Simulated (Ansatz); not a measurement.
Ideal-gas functions of C₂H₄SSeSi, SMILES `SC1=C[Se][SiH2]1` at 298.15 K and 1 bar, from an Ansatz frequency run at PBE0-D4/def2-TZVP.

Molar mass 167.17 g/mol, point group C1 (symmetry number 1), electronic degeneracy 1, moments of inertia 96.062, 487.531, 576.484 u Å². Harmonic wavenumbers (cm⁻¹, unscaled): 123, 163, 213, 265, 313, 385, 529, 544, 641, 681, 755, 859, 934, 953, 1008, 1208, 1569, 2232, 2246, 2703, 3178.

Use S(trans) = R[1.5 ln M + 2.5 ln T − 1.1517]; rotational temperatures θ = 24.2544 K / I; S(rot) = R[ln(√π/σ · √(T³/θAθBθC)) + 1.5]; for each mode x = 1.438777 ν̃/T, S = R[x/(eˣ − 1) − ln(1 − e⁻ˣ)] and H = RT x/(eˣ − 1); 1 cm⁻¹ = 0.0119627 kJ/mol; R = 8.31446 J/(mol·K).

Q: By hand: the entropy, in J/(mol·K).

A: Translation 172.7. Rotation: θ = 0.2525, 0.0497, 0.0421 K, giving 119.7. Vibration, mode by mode: 12.77, 10.52, 8.44, 6.81, 5.63, 4.27, 2.47, 2.33, 1.61, 1.38, 1.03, 0.69, 0.51, 0.47, 0.38, 0.17, 0.04, 0.00, 0.00, 0.00, 0.00, in all 59.5. Electronic 0.0. Sum 351.9 J/(mol·K).

Q: By hand: H − E and G − E in kJ/mol, counted from the electronic energy.

A: Zero-point energy ½ × 21502 × 0.0119627 = 128.6; thermal vibration 10.5; translation, rotation and pV give 4 RT = 9.9. H − E = 149.0 kJ/mol, and G − E = 149.0 − 298.15 × 351.9/1000 = 44.1 kJ/mol.

Vibration gives 17 % of the entropy, 12.8 J/(mol·K) of it from the mode under 150 cm⁻¹: soft modes count most, and the harmonic formula is weakest for them. The sum counts one conformer and one mirror image; others add a mixing term.
